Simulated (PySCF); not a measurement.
Diatomic cations of K with group 13

HF with double-zeta basis sets in PySCF, for the lowest determinant that a PBE0 search found; no spin–orbit coupling. De refers to high-spin ground-configuration atoms (the charge goes to the atom of lower measured ionisation energy or higher electron affinity, which is not always the lowest computed limit). A positive dipole points towards K; it is taken about the centre of mass and depends on that origin.

```csv
M,basis,reference,charged atom,state (unpaired electrons),Re (Å),ωe (cm⁻¹),De (eV),μ (D)
B,x2c-SVPall,UHF,K+,doublet (σ ↑),3.494,129,0.29,2.40
Al,aug-pcseg-1,UHF,K+,doublet (σ ↑),4.022,89.3,0.48,4.70
Ga,def2-SVP,UHF,K+,doublet (σ ↑),4.082,69.4,0.46,9.58
In,x2c-SVPall,UHF,K+,doublet (σ ↑),4.215,65.1,0.55,11.40
Tl,def2-SVP,UHF,K+,doublet (σ ↑),4.265,60.1,n/a,13.08
```

The shortest bond is that of KB⁺ (3.494 Å), the longest that of KTl⁺ (4.265 Å).

The rows differ in basis set, which adds steps of its own.

Down a group the atoms grow and get heavier, so bonds lengthen and wavenumbers fall; this series shows no clear exception.

These are scalar-relativistic numbers at best; spin–orbit coupling would shift them, the dissociation energy most. For an ion De counts to the pair picked by the measured ionisation energies or electron affinities, which need not be the lowest pair at this level. Hartree–Fock leaves out correlation, which carries a large part of most bond energies and some tenths to 1 eV of ionisation energies. States were picked by a PBE0 search and need not be the measured ground states.
